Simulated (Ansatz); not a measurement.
`C[Si@@H](O)O[Si@H](O)Cl` + `O[Si]Br` → `C[SiH](O)O[SiH](O)O` + `Cl[Si]Br`  (redistribution)

Isolated molecules relaxed with PBE0-D4/def2-TZVP in Ansatz; ΔE leaves out vibrations. CBS: MP2 limit from def2 TZ/QZ plus the TZ coupled-cluster correction, frozen cores. Functionals use def2-TZVPP. For Br outer-core shells are correlated without core-valence functions, which leaves a few kJ/mol of doubt a bond. Scalar relativity is left out up to krypton. One conformer a species, not always the lowest.

`C[Si@@H](O)O[Si@H](O)Cl`:

Cartesian coordinates in Å:
```
C -1.272 -1.846 0.293
Si -0.232 -0.454 0.908
O 1.344 -0.800 0.545
O -0.649 0.936 0.125
Si 0.209 1.909 -0.851
O 0.963 1.090 -2.036
Cl 1.606 2.874 0.322
H -2.333 -1.622 0.429
H -1.093 -2.014 -0.772
H -1.043 -2.770 0.830
H -0.372 -0.210 2.364
H 2.016 -0.361 1.070
H -0.661 2.911 -1.474
H 1.519 0.357 -1.755
```

`O[Si]Br`:

Cartesian coordinates in Å:
```
O 0.796 0.587 0.514
Si -0.700 0.040 0.886
Br -1.278 -1.036 -1.050
H 1.182 0.409 -0.350
```

`C[SiH](O)O[SiH](O)O`:

Z-matrix (Å, degrees):
```
C
Si 1 1.846
H 1 1.093 2 110.7
H 1 1.093 2 110.4 3 -119.8
H 1 1.093 2 110.6 3 120.4
O 2 1.638 1 108.6 3 179.8
O 2 1.653 1 109.7 3 -60.7
H 2 1.487 1 111.4 3 57.3
H 6 0.963 2 114.8 1 156.0
Si 7 1.616 2 136.7 1 -152.9
O 10 1.644 7 106.5 2 11.9
O 10 1.635 7 114.0 2 -104.1
H 10 1.477 7 108.2 2 133.0
H 11 0.958 10 117.0 7 -153.2
H 12 0.958 10 118.6 7 -73.5
```

`Cl[Si]Br`:

Cartesian coordinates in Å:
```
Cl 0.282 1.673 -0.125
Si 0.838 -0.326 -0.157
Br -1.120 -1.347 0.282
```

**Question.** Is it downhill or uphill in electronic energy at CCSD(T)/CBS, and by how much? (Estimate.)

**Answer.** Computed: Uphill: ΔE = +10.4 kJ/mol.

**Question.** What do these levels give: r2SCAN, SCS-MP2/def2-TZVPP, CCSD/def2-TZVPP, CCSD(T)/def2-TZVPP, HF/def2-QZVPP, MP2/def2-QZVPP? (Estimate.)

**Answer.** Computed: r2SCAN 11.0, SCS-MP2/def2-TZVPP 12.9, CCSD/def2-TZVPP 11.2, CCSD(T)/def2-TZVPP 11.5, HF/def2-QZVPP 8.9, MP2/def2-QZVPP 12.6 kJ/mol.

Largest T1 diagnostic among the species: 0.012.

The D4 term adds +3.7 kJ/mol with B3LYP and +2.2 kJ/mol with PBE0; it sums over pairs of atoms, weighted by their polarisabilities, and B3LYP, whose exchange is more repulsive, gets the larger term.

B3LYP here is the variant with VWN-RPA as its local correlation; programs differ in this.
